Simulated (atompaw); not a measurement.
## Scattering properties, PAW (atompaw) potential for Zr

| Quantity | Value |
| --- | --- |
| Element | zirconium |
| Generator | atompaw 4.2.0.5 |
| Type | PAW |
| Functional | LDA (PW92) |
| Relativity | scalar-relativistic |
| Frozen core | [Ar] 3d10 4s2 |
| Valence charge | 10 |
| Reference configuration | 4p6 4d3 5s1 5p0 |
| Partial waves | 5s (bound): rc 3.00 bohr; 5s channel at 0.05 Ry: rc 3.00 bohr; 4p (bound): rc 1.75 bohr; 5p (bound, empty): rc 2.15 bohr; 4d (bound): rc 3.00 bohr; 4d channel at 0.35 Ry: rc 2.55 bohr |
| Local potential | troulliermartins scheme with l = 3 at 0 Ry, radius 2.35 bohr |
| Core correction | smooth core density matched at 2.15 bohr |
| Augmentation charge | besselshape compensation charge, radius 2.45 bohr; PAW radius 3.00 bohr; waves and projectors: custom polynom2 7 10 vanderbiltortho |

The phase is arctan(r·u′/u) with u = r·R(r), unwrapped; energies in Ry, scanned from -4 to 5 Ry. A pole is an energy at which the radial function vanishes at the test radius. The pseudo phase is shifted by a multiple of π to meet the all-electron one at the reference energy, and phase errors are pseudo minus all-electron; the curves can meet again beyond the range given. Levels narrower than the energy grid can be missing from the lists of poles. Where the grid stepped over a known ghost or core level, its pole and its step of π were put in at the level’s energy.

Question: For each channel, where are the poles, and over which energies does the pseudopotential scatter like the atom?

Answer:

```csv
channel,radius (bohr),reference energy (Ry),"poles, all-electron","poles, pseudo",unbroken range about the reference energy with phases within 0.05 rad,phase error 1 Ry above the reference energy (rad)
s,3.02,-0.30,"-3.84, 1.74","-3.88, 1.71",-3.8 to 2.9,-0.000
p,3.02,-0.09,"-2.18, 2.73","-2.18, 2.71",below 4.9,-0.001
d,3.02,-0.18,"0.26, 4.62","-0.70, 0.26",-0.6 to 1.4,+0.003
```

Note: ghost states, extra bound levels that the all-electron valence spectrum of the same l lacks: s at -52.9 eV, d at -9.6 eV. A true bound ghost makes a file unfit for plane-wave use.

Phases in the s channel:

| E (Ry) | all-electron | pseudo |
| --- | --- | --- |
| -4.00 | 1.334 | 1.366 |
| -3.76 | -1.701 | -1.741 |
| -3.52 | -1.749 | -1.761 |
| -3.28 | -1.766 | -1.772 |
| -3.04 | -1.780 | -1.784 |
| -2.80 | -1.793 | -1.796 |
| -2.56 | -1.809 | -1.811 |
| -2.32 | -1.826 | -1.828 |
| -2.08 | -1.848 | -1.849 |
| -1.84 | -1.874 | -1.875 |
| -1.60 | -1.908 | -1.909 |
| -1.36 | -1.954 | -1.955 |
| -1.12 | -2.021 | -2.021 |
| -0.88 | -2.123 | -2.123 |
| -0.64 | -2.301 | -2.301 |
| -0.40 | -2.650 | -2.650 |
| -0.16 | -3.286 | -3.286 |
| 0.08 | -3.912 | -3.912 |
| 0.32 | -4.251 | -4.251 |
| 0.56 | -4.426 | -4.426 |
| 0.80 | -4.528 | -4.529 |
| 1.04 | -4.596 | -4.597 |
| 1.28 | -4.645 | -4.647 |
| 1.52 | -4.683 | -4.686 |
| 1.76 | -4.715 | -4.719 |
| 2.00 | -4.742 | -4.749 |
| 2.24 | -4.768 | -4.779 |
| 2.48 | -4.792 | -4.810 |
| 2.72 | -4.818 | -4.848 |
| 2.96 | -4.845 | -4.897 |
| 3.20 | -4.876 | -4.977 |
| 3.44 | -4.913 | -5.141 |
| 3.68 | -4.960 | -5.714 |
| 3.92 | -5.025 | -7.123 |
| 4.16 | -5.125 | -7.564 |
| 4.40 | -5.294 | -7.705 |
| 4.64 | -5.630 | -7.776 |
| 4.88 | -6.278 | -7.822 |
